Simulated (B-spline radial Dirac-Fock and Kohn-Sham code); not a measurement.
# Elastic scattering of 132 eV positrons by the Er atom

Calculated with a radial B-spline solver, using relativistic (Dirac) partial waves in the static field of the Dirac-Fock atom, without polarisation or absorption potentials. Below a few hundred eV the neglected polarisation potential matters, most of all at small angles.

Input of the calculation (task.json; shells as n, l, electrons):

```json
{"items": [{
  "Z": 68,
  "q": 0,
  "cfg": [[1, 0, 2], [2, 0, 2], [2, 1, 6], [3, 0, 2], [3, 1, 6], [3, 2, 10], [4, 0, 2], [4, 1, 6], [4, 2, 10], [4, 3, 12], [5, 0, 2], [5, 1, 6], [6, 0, 2]],
  "A": 166,
  "rrms": 5.2516,
  "do": "elastic",
  "energies": [[132.0, 1]],
  "theta": [0, 10, 20, 30, 40, 50, 60, 70, 80, 90, 100, 110, 120, 130, 140, 150, 160, 170, 180]
}]}
```

Command: `python xray2_run.py task.json out`

```
θ (°)  dσ/dΩ (a₀²/sr)
    0             150
   10            57.8
   20            11.2
   30            3.67
   40            1.66
   50           0.945
   60           0.624
   70           0.449
   80           0.340
   90           0.269
  100           0.221
  110           0.187
  120           0.163
  130           0.145
  140           0.133
  150           0.124
  160           0.118
  170           0.115
  180           0.114
```

Question: What integrated cross sections go with this distribution?

Answer: The total elastic cross section is 24.7 a₀², the first transport cross section 3.84 a₀² and the second, weighted with (3/2) sin²θ, 6.63 a₀². The mean deflection is ⟨1 − cos θ⟩ = 0.156, and 4.4 % of the collisions scatter beyond 90°.
